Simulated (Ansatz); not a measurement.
One geometry of the cluster Cu4Ag⁺, several levels of theory.

```yaml
crystal:
  periodic: [false, false, false]
  atoms:
    - {symbol: Ag, position_ang: [-0.437677, -0.003730, 0.925554]}
    - {symbol: Cu, position_ang: [-1.506075, -2.127470, -0.005210]}
    - {symbol: Cu, position_ang: [-0.439979, -0.706969, -1.488718]}
    - {symbol: Cu, position_ang: [1.439748, 0.706132, -0.592302]}
    - {symbol: Cu, position_ang: [0.943993, 2.132047, 1.160665]}
basis:
  gaussian: {orbitals: def2-SVP, initial_orbitals: start.molden}
total_charge: 1
hamiltonian: {xc: pbe, dispersion: d4}
scf: {omitted_lower_state_checks: [starts]}
output: {orbitals: {seedname: orbitals}}
```

The file start.molden holds the orbitals of an earlier run on this structure, at another level or in another basis.

```sh
$ ansatz run in.yaml --threads 4 --pin off --events-out ev --progress --plain --max-ram 4787MiB
```

It prints (some lines left out):

```
Functional definition: PBE
1818 factors; their error is unknown
mean field evaluation 1: about -182505.4862 eV, gradient 1.4e1 eV
mean field evaluation 2: about -182505.9616 eV, gradient 1.1e0 eV
mean field evaluation 4: about -182505.8998 eV, gradient 1.8e-1 eV
mean field evaluation 8: about -182505.8999 eV, gradient 2.3e-5 eV
mean field -182505.89989853 eV, -6706.9681143291 hartree, gradient 2.3e-5 eV, S^2 0.000000; 0 other end points of the search recorded, 0 dependent functions left out
reference -182505.89996816 eV, -6706.9681168876 hartree; 67, 67 occupied and 88, 88 virtual orbitals, 1818 factors
Total energy: -182506.16731710 eV, -6706.9779417800 hartree
Checks for a lower state left out: starts
```

It took 2.3 s on 4 threads of Intel Xeon Platinum 8375C on a shared host.

As the first input, with `gaussian: {orbitals: STO-3G}`, `hamiltonian: {xc: hf}` (abridged; 8.5 s):

```
Functional definition: HF
mean field evaluation 16: about -316411.2843 eV, gradient 2.6e-1 eV
mean field -316411.11647800 eV, -11627.8940594088 hartree, gradient 9.3e-6 eV, S^2 0.000000
Total energy: -316411.11647800 eV, -11627.8940594088 hartree
Checks for a lower state left out: starts
```

First input, but with `gaussian: {orbitals: def2-TZVP, initial_orbitals: start.molden}`, `output: {forces: true, orbitals: {seedname: orbitals}}` (abridged; 6 s):

```
Functional definition: PBE
mean field -182534.02675794 eV, -6708.0017573472 hartree, gradient 4.8e-5 eV, S^2 0.000000
Total energy: -182534.29416211 eV, -6708.0115842692 hartree
Atom 0 force    -0.088016     0.004785     0.192617 eV/Å
Atom 1 force    -0.198706    -0.319349     0.108449 eV/Å
Atom 2 force    -0.018303     0.037266    -0.331463 eV/Å
Atom 3 force     0.267755    -0.039734    -0.192450 eV/Å
Atom 4 force     0.037270     0.317033     0.222847 eV/Å
Dipole moment:     0.057445     0.001964    -0.121566 e Å
Checks for a lower state left out: starts
```

As the first input, with `gaussian: {orbitals: def2-TZVP, initial_orbitals: start.molden}`, `correlation: {method: mp2, frozen_orbitals: {Ag: 0, Cu: 9}}` and without the key `hamiltonian` (abridged; 7 s):

```
Functional definition: HF
mean field -182362.09594770 eV, -6701.6834166096 hartree, gradient 1.1e-6 eV, S^2 0.000000
36 core orbitals not correlated, not the lowest: weight in the atoms' cores, before any rotation towards them, 1.000 or more for the frozen orbitals, at most 0.000 for the correlated occupied ones
second order -60.20073405 eV of doubles, -0.00000000 eV of singles
Total energy: -182422.29668175 eV, -6703.8957527805 hartree
Checks for a lower state left out: starts
```

First input, but with `gaussian: {orbitals: def2-TZVP, initial_orbitals: start.molden}`, `hamiltonian: {xc: {name: B3LYP}, dispersion: d4}` (abridged; 6.5 s):

```
Functional definition: B3LYP
mean field -182566.30177012 eV, -6709.1878421680 hartree, gradient 2.8e-5 eV, S^2 0.000000
Total energy: -182566.75163537 eV, -6709.2043744111 hartree
Checks for a lower state left out: starts
```

The first input with `gaussian: {orbitals: def2-TZVP, initial_orbitals: start.molden}`, `hamiltonian: {xc: pbe0, dispersion: d4}` (abridged; 7 s):

```
Functional definition: PBE0
mean field -182532.69464785 eV, -6707.9528032044 hartree, gradient 6.6e-5 eV, S^2 0.000000
Total energy: -182532.92472026 eV, -6707.9612582093 hartree
Checks for a lower state left out: starts
```

The first input with `gaussian: {orbitals: def2-TZVP, initial_orbitals: start.molden}`, `hamiltonian: {xc: {name: revPBE}, dispersion: d4}` (abridged; 3 s):

```
Functional definition: revPBE
mean field -182550.74250481 eV, -6708.6160497144 hartree, gradient 2.1e-5 eV, S^2 0.000000
Total energy: -182551.25982618 eV, -6708.6350609239 hartree
Checks for a lower state left out: starts
```

Geometry: PBE-D4/def2-SVP.

In the def2 sets Ag takes a core potential, while STO-3G treats all electrons; there is no spin–orbit coupling. B3LYP takes the VWN-RPA correlation. Correlated methods freeze 36 core orbitals; core or outer-core shells of Ag are correlated, in sets that lack core-valence functions. Another isomer (singlet) lies 0.25 eV lower at PBE0-D4/def2-TZVP; other spin states weren't run for this one.
